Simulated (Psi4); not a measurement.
C2H5S (SMILES [CH2]SC), doublet, at a GFN2-xTB geometry. Base run: MP2/6-31G** (Psi4 1.11).

The Psi4 input:
```
memory 2 GB

molecule {
0 2
C     0.00596101    1.31810472   -0.60732876
S    -0.17114785    0.11511586    0.58372680
C     0.22202030   -1.37363243   -0.38519703
H     0.71061926    1.15790413   -1.39965789
H    -0.22649668    2.31627681   -0.29702164
H     0.13226791   -2.22530445    0.28055238
H    -0.48349098   -1.45937936   -1.20603518
H     1.23757816   -1.29818465   -0.76231178
}

set {
  basis 6-31g**
  reference uhf
  freeze_core true
}

energy('mp2')
print_variables()
```

Each row names what was changed in the base input (with any setting that the change needs).

```csv
change,basis functions,E (Eh),MP2 correlation (Eh),core-seconds (rough)
base,74,-476.50959,-0.39417,5
basis = STO-3G,24,-470.95649,-0.11389,4
basis = 6-31+G*,71,-476.47629,-0.36678,5
basis = pcseg-1,71,-476.46728,-0.39348,4
basis = cc-pV(D+d)Z,76,-476.53771,-0.40099,5
basis = 6-311++G**,109,-476.57277,-0.41818,7
basis = aug-pcseg-1,118,-476.49322,-0.41308,6
basis = aug-cc-pVDZ,118,-476.55807,-0.42001,6
"basis = 6-311+G(2d,p)",119,-476.60277,-0.44270,6
basis = def2-TZVP,129,-476.65762,-0.48641,6
basis = def2-TZVPP,174,-476.67637,-0.50322,8
basis = aug-cc-pVTZ,257,-476.69018,-0.51332,20
basis = cc-pVQZ,319,-476.72571,-0.54001,30
```

Totals compare only among sets that treat the same electrons; sets with core potentials leave the core out.

Open shells are given as the SCF converged; they aren't shown to be the lowest states, and a large step between rows can be another state.
